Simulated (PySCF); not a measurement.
## Co⁺ (cobalt, charge +1): TPSS calculation

Configuration: [Ar] 3d8, high-spin 3F determinant. All numbers are calculated (PySCF 2.14, the non-relativistic Hamiltonian (point nucleus), in 6-31G* (5s4p2d1f, 34 functions)).

- Total energy: -1382.197 hartree
- One-electron energy: -1912.837 hartree
- Hartree (Coulomb) energy: 590.141 hartree
- Exchange-correlation energy: -59.500 hartree
- Kinetic energy: 1381.19793 hartree
- ⟨S²⟩: 2.0003
- ⟨L²⟩: 12.005
- Sum of ⟨r⟩: 16.95 bohr
- Sum of ⟨r²⟩: 17.97 bohr²
- Density at the nucleus (Gaussians lack the cusp): 12600 bohr⁻³
- Spin density at the nucleus: 0.0468 bohr⁻³
- Langevin diamagnetic susceptibility: -14.2 ×10⁻⁶ cm³/mol
- Time after the integrals: 0.54 s of wall time on 1 thread of Intel(R) Xeon(R) 6975P-C (shared host)

```tsv
shell	electrons	mean orbital energy (hartree)	spread (hartree)	rms radius, mean of both spins (bohr)
1s α	1	-276.70465	0	0.0658
1s β	1	-276.70442	0	0.0658
2s α	1	-32.50578	0	0.280
2s β	1	-32.47501	0	0.280
2p α	3	-28.16600	0	0.250
2p β	3	-28.14113	0	0.250
3s α	1	-3.69772	0	0.846
3s β	1	-3.61465	0	0.846
3p α	3	-2.40691	0	0.904
3p β	3	-2.32326	0	0.904
3d α	5	-0.31674	0.04146	1.18
3d β	3	-0.26679	0	1.18
```
